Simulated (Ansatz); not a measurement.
A nudged elastic band was laid between two geometries of F2H2SSi + H2 (8 atoms, charge 0, multiplicity 1).

Level of theory: RKS r2SCAN/cc-pVDZ in Ansatz 0.2.0.

```yaml
movable_images: 5
climbing_image: yes
spring: 5.0 eV/Å²
optimiser: quadratic models (default)
start_path: through a guess of the saddle point
force_threshold: 0.03 eV/Å
iteration_limit: 60
end_points: relaxed
```

Initial state:

```xyz
8
Properties=species:S:1:pos:R:3
Si -0.114 0.429 1.158
S 1.779 -0.379 0.640
F -1.312 -0.298 0.306
F -0.221 2.010 0.750
H -0.363 0.265 2.607
H -0.553 -1.011 -2.744
H -0.822 -0.917 -2.039
H 1.607 -0.100 -0.679
```

Final state:

```xyz
8
Properties=species:S:1:pos:R:3
Si -0.694 0.830 0.591
S 1.798 -0.999 -0.933
F -1.028 -0.775 0.741
F -1.922 1.607 1.353
H 0.555 1.138 1.327
H 1.045 -1.201 -2.043
H -0.753 1.208 -0.842
H 0.999 -1.807 -0.193
```

Q: What changes between the two ends?

A: Bonds broken: Si1–S2, H6–H7. Bonds formed: Si1–H7, S2–H6. F2H2SSi + H2 becomes F2H2Si + H2S.

Q: What energy profile does the band end with?

A: The forces met the threshold. The highest image is number 4 of 0 to 6, 200.7 kJ/mol above the first end and 168.3 kJ/mol above the last; the last end lies 32.3 kJ/mol above the first. Beside the main top the profile has a ripple of under 15 meV (maxima at images 1, 4), which may be a very shallow well or noise. Neighbouring images differ by up to 1.8 eV, so the band resolves the path poorly. A vibrational analysis at the climbing image gives one clearly imaginary mode, 948i cm⁻¹: a first-order saddle point. The orbitals stay closed-shell, which can raise the energy where a bond breaks towards radicals; this wasn't checked here.

```json
{"image": "0", "path coordinate (Å)": "0.00", "energy (kJ/mol)": "0.0", "Si1–S2 (Å)": "2.12", "H6–H7 (Å)": "0.76", "Si1–H7 (Å)": "3.54"}
{"image": "1", "path coordinate (Å)": "1.76", "energy (kJ/mol)": "1.4", "Si1–S2 (Å)": "2.12", "H6–H7 (Å)": "0.76", "Si1–H7 (Å)": "3.45"}
{"image": "2", "path coordinate (Å)": "3.53", "energy (kJ/mol)": "0.0", "Si1–S2 (Å)": "2.12", "H6–H7 (Å)": "0.76", "Si1–H7 (Å)": "4.18"}
{"image": "3", "path coordinate (Å)": "5.29", "energy (kJ/mol)": "22.7", "Si1–S2 (Å)": "2.13", "H6–H7 (Å)": "0.76", "Si1–H7 (Å)": "3.01"}
{"image": "4", "path coordinate (Å)": "7.05", "energy (kJ/mol)": "200.7", "Si1–S2 (Å)": "2.41", "H6–H7 (Å)": "0.96", "Si1–H7 (Å)": "1.72"}
{"image": "5", "path coordinate (Å)": "8.33", "energy (kJ/mol)": "44.7", "Si1–S2 (Å)": "3.23", "H6–H7 (Å)": "2.03", "Si1–H7 (Å)": "1.49"}
{"image": "6", "path coordinate (Å)": "9.61", "energy (kJ/mol)": "32.3", "Si1–S2 (Å)": "3.45", "H6–H7 (Å)": "3.24", "Si1–H7 (Å)": "1.48"}
```

Q: What is the geometry of the highest image?

A: 
```xyz
8
Properties=species:S:1:pos:R:3
Si -0.356 0.355 0.487
S 1.626 -0.819 -0.219
F -1.071 -1.061 0.901
F -1.741 1.270 0.414
H 0.465 1.216 1.369
H 0.468 0.206 -1.108
H -0.331 0.739 -1.189
H 0.939 -1.906 -0.654
```

The band took 46 iterations and of the order of 17 core-minutes.

Time of the run: 8.8 min on 2 threads of Arm Neoverse V2, on a shared host, peak memory 0.14 GiB.
